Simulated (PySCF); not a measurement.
A PySCF script (with the pyscf-properties extension) for the NMR shieldings of SMILES COCC1=[O+][BH2-]OC=C1, C5H9BO3, on a PBE0-D3(BJ)/def2-SVP geometry:

```python
import basis_set_exchange as bse
import numpy as np
from pyscf import gto, dft
from pyscf.prop import nmr

atoms = """
C     3.202525    0.118744   -0.420981
O     1.884219   -0.108592   -0.020752
C     0.949652    0.203198   -0.993424
C    -0.444289    0.034518   -0.476908
O    -1.360207    0.144295   -1.355701
B    -2.808997    0.293522   -0.881869
O    -2.966329   -0.657604    0.306528
C    -1.996550   -0.755417    1.119889
C    -0.712827   -0.286261    0.856332
H     3.382534    1.185461   -0.657883
H     3.858293   -0.172412    0.410122
H     3.471931   -0.481408   -1.311355
H     1.046974   -0.426750   -1.902280
H     1.038714    1.256001   -1.339323
H    -2.946641    1.435402   -0.460857
H    -3.551546   -0.055610   -1.771829
H    -2.212335   -1.303724    2.049488
H     0.102071   -0.399376    1.566697
"""
names = dict.fromkeys(["C", "O", "B", "H"], "pcSseg-1")
basis = {el: gto.basis.parse(bse.get_basis(n, elements=[el], fmt="nwchem")) for el, n in names.items()}
mol = gto.M(atom=atoms, basis=basis, charge=0, verbose=0)
mf = dft.RKS(mol, xc="PBE0")
mf.grids.level = 2
mf.grids.alignment = dft.numint.BLKSIZE   # the property module wants whole blocks of grid points
mf.conv_tol = 1e-9
mf.kernel()

calc = nmr.RKS(mf)   # GIAO
C = mf.mo_coeff
Co = C[:, mf.mo_occ > 0]
resp = mf.gen_response(singlet=True, hermi=2)
def vind(x):   # induced exchange potential for any number of trial vectors
    d = np.einsum("pi,xij,qj->xpq", C, 2 * x.reshape(-1, C.shape[1], Co.shape[1]), Co, optimize=True)
    return np.einsum("xpq,pi,qj->xij", resp(d - d.transpose(0, 2, 1)), C, Co, optimize=True).ravel()
mo1, _ = nmr.rhf.solve_mo1(calc, with_cphf=vind)
sigma = calc.kernel(mo1)
for i, s in enumerate(sigma):   # ppm
    w = np.linalg.eigvalsh((s + s.T) / 2)
    print("%2d %-2s iso %8.1f  s11 %8.1f  s22 %8.1f  s33 %8.1f" % (i, mol.atom_pure_symbol(i), w.mean(), *w))
```

Task: What are the results?

Result: 
```
 0 C  iso    125.5  s11     95.7  s22     98.4  s33    182.4
 1 O  iso    326.5  s11    298.0  s22    320.4  s33    361.2
 2 C  iso    110.1  s11     87.4  s22     90.0  s33    152.8
 3 C  iso    -13.9  s11   -113.3  s22    -37.6  s33    109.2
 4 O  iso     72.8  s11   -177.8  s22     38.9  s33    357.4
 5 B  iso    101.3  s11     94.0  s22    103.7  s33    106.0
 6 O  iso     51.4  s11   -209.9  s22     -8.4  s33    372.6
 7 C  iso     -2.0  s11   -105.9  s22    -13.0  s33    113.0
 8 C  iso     81.0  s11    -25.7  s22    104.4  s33    164.3
 9 H  iso     28.1  s11     24.5  s22     25.6  s33     34.1
10 H  iso     27.5  s11     23.5  s22     25.2  s33     33.7
11 H  iso     28.1  s11     24.5  s22     25.5  s33     34.2
12 H  iso     27.5  s11     23.9  s22     27.0  s33     31.5
13 H  iso     27.5  s11     24.1  s22     27.1  s33     31.3
14 H  iso     27.8  s11     25.3  s22     27.7  s33     30.3
15 H  iso     27.3  s11     24.8  s22     27.7  s33     29.5
16 H  iso     23.5  s11     21.0  s22     23.8  s33     25.7
17 H  iso     25.2  s11     22.6  s22     23.4  s33     29.5
```

These numbers come from an equivalent density-fitted implementation of the same equations, which agrees with the script to about 0.01 ppm for H and up to a few tenths of a ppm for heavy atoms, so last digits may differ.

Task: Turn these shieldings into chemical shifts. Referencing at the same level of theory: ¹³C (184.41 ppm), ¹H (31.27 ppm) against TMS; ¹⁷O (334.56 ppm) against H2O; ¹¹B (100.73 ppm) vs BF3·OEt2.

Result: Averaging equivalent atoms: C 3: 198.3; C 7: 186.4; C 8: 103.4; C 2: 74.4; C 0: 58.9; O 6: 283.1; O 4: 261.7; O 1: 8.0; B 5: -0.5; H 16: 7.76; H 17: 6.11; H 12/13: 3.78; H 14/15: 3.73; H 9/10/11: 3.40 ppm. Unscaled 17O shifts of doubly bonded oxygen tend to come out too high, by tens of ppm or more. Experimental scales use liquid or dissolved standards, which lie at an offset from isolated H2O (liquid H2O: subtract about 36 ppm).

Size and cost of the density-fitted run: 198 basis functions, 99 s wall time on 1 thread of an Intel Xeon, shared host; peak memory 0.87 GiB.
